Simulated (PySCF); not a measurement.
# Si²⁺ (silicon, charge +2): UHF calculation

Configuration: [Ne] 3p2, high-spin 3P determinant (an excited configuration). Computed with PySCF 2.14 in ANO-RCC-VTZP (5s4p2d1f, 34 functions), with the spin-free X2C one-electron Hamiltonian (Gaussian nucleus).

```
Total energy                                                  : -288.045070 hartree
One-electron energy                                           : -389.3569 hartree
Hartree (Coulomb) energy                                      : 121.1274 hartree
Exchange energy                                               : -19.8155 hartree
⟨S²⟩                                                          : 2.0000
⟨L²⟩                                                          : 2.000
Sum of ⟨r⟩                                                    : 9.001 bohr
Sum of ⟨r²⟩                                                   : 14.35 bohr²
Traceless quadrupole moment −½Σ⟨3z² − r²⟩ along its main axis : 2.29 e·bohr²
Langevin diamagnetic susceptibility                           : -11.4 ×10⁻⁶ cm³/mol
```

| shell | electrons | mean orbital energy (eV) | spread (eV) | rms radius, mean of both spins (bohr) |
| --- | --- | --- | --- | --- |
| 1s α | 1 | -1902.2 | 0 | 0.129 |
| 1s β | 1 | -1901.8 | 0 | 0.129 |
| 2s α | 1 | -192.37 | 0 | 0.613 |
| 2s β | 1 | -191.91 | 0 | 0.613 |
| 2p α | 3 | -140.61 | 0.417 | 0.596 |
| 2p β | 3 | -139.79 | 0.541 | 0.596 |
| 3p α | 2 | -25.941 | 0 | 2.39 |

Densities and radii are taken from the X2C orbitals without a picture-change correction, which distorts them close to the nucleus.

Spin-orbit constants ζ (cm⁻¹) from the X2C one-electron operator on these orbitals: bare nucleus, nucleus screened by l(l+1)(2l+1)/3 electrons, and screened by the Breit-Pauli mean field of the electrons.

| shell | bare | screened nucleus | mean field |
| --- | --- | --- | --- |
| 2p | 3894 | 3337 | 3087 |
| 3p | 262.9 | 225.3 | 205.8 |

To first order the Landé constant is A = 102.9 cm⁻¹, so the lowest level has J = 0 and lies 0.0255 eV below the centre of the term. This holds in LS coupling only.
